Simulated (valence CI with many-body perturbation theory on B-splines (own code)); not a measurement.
Kr³⁰⁺: calculated level list

Method: relativistic CI+MBPT: four valence electrons over a frozen Dirac-Fock core [He], radial functions for each j: 11 s, 11 p, 9 d, 7 f, 5 g, 2 h, 1 i, with the one-electron correlation potential Σ1 (screened to all orders), the two-electron term Σ2, the three-electron term Σ3, Breit, model QED; selected single and double excitations, second order for the rest (own B-spline code, finite nucleus).

The last digits are not significant, and no measured levels were compared; by estimate large intervals hold to a few tenths of a per cent, small ones and those within an open d or f shell to about a per cent. Among the levels kept, up to 250 cm⁻¹ of a level comes from second order outside the variational space, and about a tenth of that is noise between levels of different J, which matters for small intervals.

Levels 91 to 114 of 114, with energies above the lowest level, (2s^2 2p1/2^2) J=0. "Leading %" is the weight of the configuration and term that name the level; weights of strongly mixed levels are sums over their largest components and can fall short. In the jj column 3d3/2^4 stands for four electrons in 3d with j = 3/2. Lifetimes count E1, E2, E3, M1 and M2 decay at the calculated energies, and are blank where another channel may lead or the interval is too uncertain; long ones can be off by a factor of two.

```csv
No.,Configuration,Term,J,E (eV),Leading %,Lifetime,Leading jj
91,2s 2p2 3p,3F°,3,2248.6,61,114 fs,2s 2p1/2 2p3/2 3p3/2 (88 %)
92,2s 2p2 3p,3D°,1,2249.5,44,142 fs,2s 2p1/2 2p3/2 3p1/2 (81 %)
93,2s 2p2 3d,3P,1,2250.4,42,20.6 fs,2s 2p1/2 2p3/2 3d5/2 (88 %)
94,2s 2p2 3p,3D°,2,2250.5,31,91.9 fs,2s 2p1/2 2p3/2 3p3/2 (88 %)
95,2s 2p2 3d,5D,3,2253.2,41,15.0 fs,2s 2p1/2 2p3/2 3d3/2 (46 %)
96,2s 2p2 3d,5P,2,2253.6,50,11.0 fs,2s 2p1/2 2p3/2 3d3/2 (73 %)
97,2s 2p2 3d,5P,1,2255.2,67,9.35 fs,2s 2p1/2 2p3/2 3d3/2 (77 %)
98,2s 2p2 3p,3P°,1,2256.3,46,122 fs,2s 2p1/2 2p3/2 3p3/2 (91 %)
99,2s 2p2 3p,3P°,0,2256.9,91,1.66 ps,2s 2p1/2 2p3/2 3p3/2 (94 %)
100,2s 2p2 3p,3D°,2,2259.1,53,105 fs,2s 2p1/2 2p3/2 3p3/2 (72 %)
101,2s 2p2 3p,3P°,1,2262.8,58,161 fs,2s 2p1/2 2p3/2 3p3/2 (75 %)
102,2s 2p2 3d,3D,2,2264.7,38,23.2 fs,2s 2p1/2 2p3/2 3d5/2 (69 %)
103,2s 2p2 3d,3D,3,2265.8,67,15.5 fs,2s 2p1/2 2p3/2 3d5/2 (63 %)
104,2s 2p2 3d,3P,0,2266.8,79,16.5 fs,2s 2p1/2 2p3/2 3d5/2 (74 %)
105,2s 2p2 3p,3P°,2,2266.8,33,162 fs,2s 2p3/2^2 3p1/2 (74 %)
106,2s 2p2 3d,3F,4,2267.1,57,14.2 fs,2s 2p1/2 2p3/2 3d5/2 (54 %)
107,2s 2p2 3d,3D,1,2267.2,29,20.3 fs,2s 2p1/2 2p3/2 3d5/2 (49 %)
108,2s 2p2 3p,3D°,3,2268.9,50,48.6 fs,2s 2p3/2^2 3p1/2 (81 %)
109,2s 2p2 3s,3S,1,2269.4,34,38.4 fs,2s 2p3/2^2 3s (54 %)
110,2s 2p2 3s,3P,2,2271.7,75,88.7 fs,2s 2p3/2^2 3s (88 %)
111,2s 2p2 3s,1P,1,2273.3,62,52.4 fs,2s 2p3/2^2 3s (85 %)
112,2s 2p2 3p,3D°,3,2275.3,61,124 fs,2s 2p3/2^2 3p3/2 (82 %)
113,2s 2p2 3p,3F°,4,2275.7,72,21.7 ps,2s 2p3/2^2 3p3/2 (84 %)
114,2s 2p2 3s,1S,0,2278.7,72,133 fs,2s 2p3/2^2 3s (92 %)
```
